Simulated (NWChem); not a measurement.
# 1,4-dioxane (C₄H₈O₂); SMILES C1COCCO1

```xyz
14

C      1.1419     0.6724    -0.3490
C      1.1363    -0.6810     0.3493
O     -0.0054    -1.4575    -0.0008
C     -1.1419    -0.6724    -0.3490
C     -1.1363     0.6810     0.3493
O      0.0054     1.4575    -0.0008
H      2.0476     1.2483    -0.0623
H      1.1877     0.5143    -1.4550
H      2.0381    -1.2636     0.0638
H      1.1818    -0.5233     1.4553
H     -1.1877    -0.5143    -1.4550
H     -2.0476    -1.2483    -0.0623
H     -2.0381     1.2636     0.0638
H     -1.1818     0.5233     1.4553
```
Atoms are numbered in this order, from 1.

Program: NWChem. The geometry was optimised at PBE-D3(BJ)/def2-SVP. Level: PBE/def2-SVP with SMD (1 M gas to 1 M solution), gas-phase geometry.

Problem. Predict the results for solvent water. Quantities: solvation free energy (kcal/mol); cavity-dispersion-structure term (kcal/mol).

Solution. 
```yaml
solvation free energy (kcal/mol): -4.4
cavity-dispersion-structure term (kcal/mol): 2.5
```
